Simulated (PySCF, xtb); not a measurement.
ClH6NOSi2, SMILES O[Si@H](Cl)N[SiH3].

GFN2-xTB (xtb) at its own geometry gives an orbital gap of 5.58 eV and a dipole moment of 2.47 D.

Geometry: r2SCAN-D4/def2-SVP. The structure was generated by enumeration; whether it is a known compound was not checked. One conformer was computed; it need not be the lowest.

Task: What does B3LYP/def2-TZVP (PySCF) give? (Estimate from the structure and the level; the computed values follow.)

Result: gap 7.60 eV (levels -7.72 and -0.12 eV), dipole 2.06 D.
